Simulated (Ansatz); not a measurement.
Born–Oppenheimer molecular dynamics of CH5NSSi (9 atoms, charge 0, multiplicity 1). It starts at the highest image of a converged band. Of that band: Neighbouring images differ by up to 1.5 eV, so the band resolves the path poorly. A vibrational analysis at the climbing image gives one clearly imaginary mode, 1565i cm⁻¹: a first-order saddle point.

Method: RKS PBE0-D4/def2-SVP (Ansatz).

```json
{
 "ensemble": "NVE (velocity Verlet)",
 "time step": "0.5 fs",
 "steps asked": "200",
 "starting velocities drawn for": "100 K",
 "seed": "7383"
}
```

Frames 1 fs apart, positions in Å, forces in eV/Å.

Velocities at 10.0 fs (Å/ps):

```
Si 0.03 0.03 -0.32
N 3.76 1.15 -1.67
C -4.31 -9.15 -0.75
S -1.44 -0.66 0.84
H 5.03 -5.22 0.13
H -5.81 -0.14 -2.92
H 1.46 6.54 6.85
H 6.05 -9.14 0.07
H 37.34 121.28 10.33
```

```xyz
9
Properties=species:S:1:pos:R:3:forces:R:3 time_fs=10.0 energy_less_start_eV=-0.853 T=1045
Si 0.205 1.400 0.263 -0.17 0.27 0.71
N -0.348 -0.281 0.344 1.17 0.42 -0.87
C 0.075 -1.184 -0.552 -0.45 -3.40 0.07
S -0.400 -2.812 -0.521 -1.02 -0.21 0.83
H -0.159 1.983 -1.037 -0.05 0.10 -0.34
H -0.611 2.032 1.359 0.29 0.06 -0.15
H 1.686 1.569 0.488 -0.30 -0.15 0.01
H -0.925 -0.634 1.118 -0.02 -0.16 -0.35
H 0.763 -1.742 -1.306 0.55 3.07 0.09
9
Properties=species:S:1:pos:R:3:forces:R:3 time_fs=11.0 energy_less_start_eV=-1.354 T=1598
Si 0.205 1.400 0.263 -0.15 0.28 0.80
N -0.344 -0.280 0.342 1.13 0.35 -0.89
C 0.070 -1.194 -0.552 -0.68 -3.71 0.50
S -0.402 -2.813 -0.520 -1.01 -0.03 0.77
H -0.154 1.978 -1.039 -0.05 0.12 -0.38
H -0.616 2.032 1.355 0.29 0.06 -0.16
H 1.686 1.575 0.495 -0.32 -0.15 0.00
H -0.919 -0.644 1.116 0.08 -0.05 -0.51
H 0.803 -1.606 -1.296 0.71 3.12 -0.13
9
Properties=species:S:1:pos:R:3:forces:R:3 time_fs=12.0 energy_less_start_eV=-1.948 T=2252
Si 0.205 1.400 0.263 -0.17 0.29 0.75
N -0.339 -0.278 0.339 1.01 0.10 -0.91
C 0.065 -1.208 -0.553 -0.63 -3.49 0.81
S -0.404 -2.814 -0.519 -0.83 0.19 0.58
H -0.149 1.974 -1.044 -0.03 0.11 -0.35
H -0.617 2.033 1.350 0.26 0.07 -0.14
H 1.683 1.579 0.502 -0.28 -0.14 -0.01
H -0.912 -0.654 1.110 0.11 0.08 -0.54
H 0.850 -1.440 -1.286 0.56 2.79 -0.20
9
Properties=species:S:1:pos:R:3:forces:R:3 time_fs=13.0 energy_less_start_eV=-2.496 T=2852
Si 0.205 1.401 0.263 -0.20 0.28 0.58
N -0.333 -0.276 0.336 0.79 -0.31 -0.90
C 0.060 -1.224 -0.552 0.24 -2.52 0.52
S -0.406 -2.814 -0.517 -0.54 0.31 0.30
H -0.145 1.972 -1.052 0.00 0.08 -0.25
H -0.616 2.034 1.343 0.21 0.10 -0.09
H 1.677 1.583 0.509 -0.21 -0.13 -0.01
H -0.904 -0.664 1.098 0.03 0.20 -0.40
H 0.902 -1.248 -1.279 -0.32 1.99 0.25
9
Properties=species:S:1:pos:R:3:forces:R:3 time_fs=14.0 energy_less_start_eV=-2.769 T=3149
Si 0.205 1.401 0.264 -0.23 0.28 0.31
N -0.327 -0.275 0.332 0.53 -0.81 -0.86
C 0.054 -1.242 -0.552 1.70 -0.57 -0.17
S -0.408 -2.815 -0.516 -0.28 0.24 0.02
H -0.141 1.970 -1.063 0.03 0.04 -0.11
H -0.614 2.036 1.336 0.13 0.13 -0.01
H 1.669 1.585 0.516 -0.09 -0.11 0.00
H -0.896 -0.671 1.083 -0.15 0.28 -0.11
H 0.950 -1.037 -1.268 -1.64 0.53 0.93
9
Properties=species:S:1:pos:R:3:forces:R:3 time_fs=15.0 energy_less_start_eV=-2.625 T=2993
Si 0.205 1.401 0.265 -0.27 0.27 0.01
N -0.321 -0.274 0.328 0.25 -1.32 -0.77
C 0.050 -1.261 -0.551 2.79 1.90 -0.56
S -0.411 -2.815 -0.514 -0.08 0.02 -0.21
H -0.137 1.968 -1.075 0.07 -0.01 0.05
H -0.610 2.040 1.328 0.04 0.15 0.07
H 1.661 1.585 0.522 0.04 -0.09 0.01
H -0.889 -0.676 1.066 -0.36 0.32 0.23
H 0.983 -0.821 -1.249 -2.48 -1.24 1.18
9
Properties=species:S:1:pos:R:3:forces:R:3 time_fs=16.0 energy_less_start_eV=-2.164 T=2488
Si 0.204 1.402 0.265 -0.28 0.26 -0.29
N -0.314 -0.274 0.323 -0.04 -1.79 -0.60
C 0.049 -1.278 -0.551 3.10 4.07 -0.46
S -0.413 -2.816 -0.513 0.05 -0.27 -0.38
H -0.132 1.967 -1.086 0.10 -0.05 0.19
H -0.605 2.045 1.321 -0.05 0.17 0.14
H 1.652 1.585 0.529 0.16 -0.07 0.03
H -0.886 -0.678 1.052 -0.52 0.34 0.50
H 0.993 -0.617 -1.219 -2.50 -2.67 0.86
9
Properties=species:S:1:pos:R:3:forces:R:3 time_fs=17.0 energy_less_start_eV=-1.591 T=1857
Si 0.204 1.403 0.266 -0.26 0.25 -0.54
N -0.307 -0.276 0.318 -0.40 -2.19 -0.26
C 0.049 -1.292 -0.551 2.83 5.49 -0.08
S -0.415 -2.816 -0.512 0.13 -0.52 -0.50
H -0.126 1.965 -1.095 0.11 -0.07 0.30
H -0.601 2.052 1.316 -0.13 0.16 0.20
H 1.646 1.585 0.536 0.25 -0.04 0.04
H -0.888 -0.677 1.042 -0.56 0.39 0.60
H 0.979 -0.438 -1.181 -1.98 -3.47 0.24
9
Properties=species:S:1:pos:R:3:forces:R:3 time_fs=18.0 energy_less_start_eV=-1.060 T=1272
Si 0.203 1.403 0.266 -0.20 0.23 -0.70
N -0.301 -0.279 0.312 -0.83 -2.48 0.26
C 0.052 -1.302 -0.551 2.42 6.27 0.24
S -0.418 -2.817 -0.511 0.21 -0.66 -0.57
H -0.119 1.962 -1.102 0.10 -0.06 0.37
H -0.599 2.060 1.313 -0.18 0.13 0.22
H 1.641 1.584 0.544 0.30 -0.02 0.06
H -0.894 -0.671 1.038 -0.45 0.45 0.50
H 0.946 -0.292 -1.141 -1.36 -3.87 -0.37
9
Properties=species:S:1:pos:R:3:forces:R:3 time_fs=19.0 energy_less_start_eV=-0.646 T=816
Si 0.203 1.404 0.266 -0.11 0.21 -0.74
N -0.295 -0.283 0.307 -1.29 -2.55 0.90
C 0.057 -1.306 -0.551 1.97 6.48 0.43
S -0.420 -2.818 -0.510 0.29 -0.64 -0.62
H -0.111 1.959 -1.105 0.08 -0.04 0.37
H -0.598 2.069 1.311 -0.20 0.08 0.20
H 1.640 1.583 0.552 0.29 -0.01 0.07
H -0.906 -0.662 1.039 -0.25 0.49 0.28
H 0.900 -0.183 -1.105 -0.78 -4.02 -0.89
9
Properties=species:S:1:pos:R:3:forces:R:3 time_fs=20.0 energy_less_start_eV=-0.386 T=528
Si 0.202 1.405 0.266 -0.02 0.18 -0.63
N -0.290 -0.289 0.302 -1.72 -2.32 1.60
C 0.064 -1.306 -0.551 1.56 6.20 0.45
S -0.422 -2.819 -0.509 0.40 -0.46 -0.65
H -0.103 1.955 -1.105 0.04 0.00 0.31
H -0.598 2.080 1.312 -0.18 0.01 0.14
H 1.641 1.581 0.560 0.23 -0.01 0.06
H -0.919 -0.648 1.043 -0.02 0.47 0.04
H 0.847 -0.113 -1.076 -0.29 -4.07 -1.32
9
Properties=species:S:1:pos:R:3:forces:R:3 time_fs=21.0 energy_less_start_eV=-0.293 T=425
Si 0.202 1.406 0.266 0.06 0.15 -0.38
N -0.286 -0.297 0.298 -2.06 -1.74 2.29
C 0.072 -1.300 -0.550 1.22 5.58 0.28
S -0.424 -2.820 -0.508 0.54 -0.15 -0.68
H -0.094 1.952 -1.102 0.01 0.04 0.21
H -0.601 2.090 1.313 -0.13 -0.07 0.05
H 1.645 1.580 0.570 0.12 -0.02 0.03
H -0.933 -0.629 1.047 0.18 0.35 -0.17
H 0.791 -0.081 -1.061 0.07 -4.15 -1.64
```

Of the whole run (100 fs, mean temperature of the second half 1517 K): The conserved energy stayed within 2.6 meV per atom of its start (net change -0.11 meV per atom), so there is no drift, though single steps change it by up to 26 meV in the whole system, a sign of fast motions only just resolved. The system heated up, since it started high on the potential surface and ran downhill. A run of 0.1 ps of so small a system gives no equilibrium averages. The orbitals stay closed-shell, which can raise the energy where a bond breaks towards radicals; this wasn't checked here.

The run took 5.9 min on 2 threads of Arm Neoverse V2, on a shared host, peak memory 0.17 GiB.
